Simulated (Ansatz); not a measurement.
C3H10Cl2FNO2Si2 (`CO[SiH](F)N(C)[Si](Cl)(Cl)OC`) from Hartree–Fock to CCSD(T)

```tsv
atom	x (Å)	y (Å)	z (Å)
C1	1.779	3.001	-2.004
O2	0.907	2.112	-1.339
Si3	1.381	0.842	-0.442
F4	2.407	-0.002	-1.333
N5	-0.008	-0.102	-0.125
C6	-0.808	-0.460	-1.316
Si7	-0.676	-0.568	1.360
Cl8	0.563	-0.104	2.911
Cl9	-2.460	0.386	1.704
O10	-0.963	-2.158	1.319
C11	-1.663	-2.905	2.294
H12	2.422	3.532	-1.295
H13	1.173	3.734	-2.537
H14	2.409	2.473	-2.725
H15	2.092	1.233	0.784
H16	-1.265	-1.442	-1.184
H17	-0.166	-0.514	-2.197
H18	-1.590	0.278	-1.504
H19	-1.126	-2.901	3.246
H20	-1.739	-3.931	1.935
H21	-2.669	-2.504	2.449
```

Total charge 0; spin multiplicity 1. All single points use the PBE0-D4/def2-TZVP geometry. It is one conformer, not always the lowest. Frozen core, restricted reference, Ansatz.

```json
{"basis": "def2-SVP", "HF (Eh)": "-1919.41726", "MP2 corr.": "-1.58357"}
{"basis": "def2-TZVPP", "HF (Eh)": "-1920.47211", "MP2 corr.": "-2.05286"}
{"basis": "def2-QZVPP", "HF (Eh)": "-1920.53706", "MP2 corr.": "-2.22242"}
```

(1) Estimate the CCSD correlation energy and the (T) correction in each basis where they were run (hartree).

Results:

(1) 
| basis | CCSD corr. | (T) |
| --- | --- | --- |
| def2-SVP | -1.67668 | -0.04116 |
